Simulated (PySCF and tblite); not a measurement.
Values are calculated unless marked as measured or tabulated.
System: C₄H₅FO₂, numbered as in [CH3:1][C:2](=[O:3])/[CH:4]=[C:5](\[OH:6])[F:7].

For the rotation about the C2–C4 bond (torsion C1–C2–C4–C5 from 180° to 360°, rising): electronic barrier 24.96 kcal/mol, zero-point change -0.22 kcal/mol, thermal and entropy terms at 350 K a further -0.06 kcal/mol (symmetry numbers apart). The minimum is Cs, the saddle C1. The path came from a restrained scan, a climbing-image band and a saddle search at GFN2-xTB; energies are PBE0/pcSseg-1 + D3(BJ)//GFN2-xTB, thermal terms GFN2-xTB. Rates follow Eyring's equation with the number of equivalent paths and no tunnelling. Run with tblite and PySCF.

**Question.** How many equivalent paths lead out of the minimum?

**Answer.** 2: the symmetry number of the minimum is 1, that of the saddle displaced along its mode 1, and the displaced saddle is chiral while the minimum is not, which doubles the count.

**Question.** Work out the rate at 350 K.

**Answer.** ΔG‡ = 24.68 kcal/mol; k_B T/h = 7.3×10¹² s⁻¹; exp(−ΔG‡/RT) = 3.9×10⁻¹⁶; times 2 gives k = 0.0057 s⁻¹. Wigner's tunnelling factor for the 91i cm⁻¹ mode would be 1.01.
